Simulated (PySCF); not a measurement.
ClGe, SMILES [Cl][Ge] (connectivity only; charge and spin as stated), charge +1, multiplicity 1.

Geometry optimised at B3LYP-D3(BJ)/def2-TZVP. The spin state was assumed, not searched.

Level of theory: PySCF with HF/def2-TZVPD.

Isolated molecule, no solvent.

```
Quantity                                                           Value
------------------------------------------------  ----------------------
total energy                                         -2534.64118 hartree
point group                                                          C∞v
highest occupied level                                         -18.58 eV
lowest empty level                                              -6.33 eV
orbital gap                                                     12.25 eV
dipole moment about the centre of nuclear charge                  2.73 D
mean static polarisability                          33.5 bohr³ (4.96 Å³)
polarisability, principal values                  28.2, 28.2, 44.0 bohr³
```
